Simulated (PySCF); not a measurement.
C4H7NSi.
Numbering: `[CH:1]#[C:2][C@H:3]1[NH:4][CH2:5][SiH2:6]1`

A calculation gives these core lines: C 1s: 289.64 (area 1), 290.24 (area 1), 290.73 (area 1), 291.36 (area 1) eV; N 1s: 404.62 eV; Si 1s: 1846.45 eV; Si 2p3/2: 106.73 eV.

Level of theory: delta-SCF UKS SCAN, pcX-2 on the ionised atom, pcseg-1 elsewhere, spin-free X2C in PySCF 2.14.0. The structure is a single GFN2-xTB conformer in the gas phase; no vibrational or solvent corrections.

Task: Order the carbon atoms by C 1s binding energy.

Result: 289.64 eV: C1 (terminal alkyne carbon); 290.24 eV: C2 (alkyne carbon); 290.73 eV: C5 (sp3 carbon bound to nitrogen); 291.36 eV: C3 (sp3 carbon bound to nitrogen). The listed C 1s values span 1.72 eV, from C1 (bonded to C (triple bond) and H) to C3 (bonded to N, C, H and Si). The widest gap between neighbouring values is 0.63 eV, between 290.73 and 291.36 eV.

Bonded neighbours of each site: C1: C (triple bond) and H; C2: C (triple bond) and C; C3: N, C, H and Si; N4: 2 C and H; C5: N, 2 H and Si; Si6: 2 C and 2 H.

Task: Which effective nuclear charge Zeff reproduces each element's mean 1s value in the hydrogen-like formula E = 13.606 eV × Zeff²?

Result: C (Z = 6): mean 290.5 eV, Zeff = 4.62, Z − Zeff = 1.38; N (Z = 7): mean 404.6 eV, Zeff = 5.45, Z − Zeff = 1.55; Si (Z = 14): mean 1846.4 eV, Zeff = 11.65, Z − Zeff = 2.35. Means run over the listed sites, weighted by atom count.

The unrestricted hole states depart most from a pure doublet (⟨S²⟩ = 0.75; over 0.85 named) for C 1s of C2 (0.86), which makes this value less certain. Spin–orbit coupling isn't in the SCF: each 2p doublet comes from a relaxed spin-free hole plus a matrix of the shell (mean-field spin–orbit coupling and the ground-state 2p splitting), with 2p3/2 averaged over its two sublevels. 2p1/2 minus 2p3/2 (ligand field included): Si 0.62 eV.

Hardware: one thread of an Arm Neoverse N1, shared host. Cost: 2.2 min, 0.48 GiB resident at most.
